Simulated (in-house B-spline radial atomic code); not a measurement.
How numerical settings move a run on Yb II (Yb+), [Xe] 4f14 6s1. Computed with an all-electron radial atomic-structure program (B-spline basis): scalar-relativistic (X2C) BLYP, spherical fractional occupations, Fermi nucleus of rms radius 5.3108 fm.

Command:
```bash
python run_scf.py task.json out
```
Settings of the sound reference run:
```
Z                70
electrons        69
configuration    [Xe] 4f14 6s1
hamiltonian      x2c
method           b88,lyp
spin_polarised   False
nucleus          fermi
rms_radius       5.3108
mass_number      174
atomic_mass      173.9389
speed_of_light   137.036
knot_spacing     0.22
spline_order     8
gauss_points     12
box_radius       35.29
max_iterations   70
damping          0.5
damped_steps     3
diis_vectors     10
tolerance        1e-08
start            Thomas-Fermi
```

Time taken, with all properties: 0.5 s on 1 thread of Arm Neoverse N1, on a shared host.

It converges in 13 iterations to -14060.500568 hartree, with 6s at -9.32467 eV. The other runs change the listed settings, some to values that make no sense; their results aren't properties of the atom or ion. Radii are in bohr (the nuclear one in fm), a minus after a letter asks for a j subshell, and «unchanged» means within 1e-8 hartree. The run stops when the residual is below 10 × tolerance × max(1, Z/10), or a noise floor if that is larger, and the energy moves by less than 1e-8 × √|E| hartree; so very loose and very tight tolerances often act alike.

```tsv
changed settings	outcome
max_iterations = 75, damped_steps = 1, start = bare nucleus	converged in 14 iterations, energy unchanged, 6s level +5.1e-07 eV
knot_spacing = 0.3	converged in 13 iterations, energy +1.51e-04 hartree from the reference, 6s level -5.7e-06 eV
electrons = 71, configuration = [Xe] 4f14 6s3, max_iterations = 60	stopped with error: shell 6s holds at most 2 electrons
damped_steps = 1	converged in 12 iterations, energy unchanged, 6s level +7.3e-06 eV
electrons = 70, configuration = [Xe] 4f14 6s1 2f1, max_iterations = 100	stopped with error: there is no 2f shell
knot_spacing = 2	converged in 8 iterations, energy +2.57e+03 hartree from the reference, 6s level +2.2e+00 eV (the program warns: 6s reaches the box edge; 1s reaches the box edge)
knot_spacing = 1	converged in 10 iterations, energy +2.73e+02 hartree from the reference, 6s level +1.7e+00 eV (the program warns: 6s reaches the box edge; 3s reaches the box edge)
knot_spacing = 0.1, gauss_points = 16, max_iterations = 60	converged in 13 iterations, energy -8.45e-06 hartree from the reference
box_radius = 1.41, max_iterations = 75, damped_steps = 1, tolerance = 0.0001	converged in 7 iterations, energy +5.94e+01 hartree from the reference, 6s level +5.3e+02 eV (the program warns: 6s has a positive eigenvalue: unbound, held by the box; 5s has a positive eigenvalue: unbound, held by the box)
spline_order = 4, max_iterations = 50, damping = 0.95	converged in 11 iterations, energy +9.73e-03 hartree from the reference, 6s level +2.8e-04 eV
knot_spacing = 0.75	converged in 13 iterations, energy +5.89e+01 hartree from the reference, 6s level +3.7e-01 eV (the program warns: 3s reaches the box edge; 4s reaches the box edge)
knot_spacing = 0.4	converged in 13 iterations, energy +1.02e-02 hartree from the reference, 6s level +1.7e-04 eV
knot_spacing = 1.4	converged in 10 iterations, energy +1.39e+03 hartree from the reference, 6s level +1.5e+00 eV (the program warns: 6s reaches the box edge; 2s reaches the box edge)
knot_spacing = 0.75, max_iterations = 3, start = bare nucleus	not converged after 3 iterations, last residual 3.1e+00, last energy +8.60e+01 hartree from the reference
```

What happens with hamiltonian = dirac, method = hf, spin_polarised = True?

Stopped with error: spin polarisation is not served with the Dirac Hamiltonian.

What happens with start = bare nucleus?

Converged in 13 iterations, energy unchanged, 6s level +5.2e-06 eV.

What happens with knot_spacing = 0.55?

Converged in 13 iterations, energy +1.82e+00 hartree from the reference, 6s level +2.3e-02 eV.

What happens with damped_steps = 8?

Converged in 19 iterations, energy unchanged, 6s level -2.4e-06 eV.
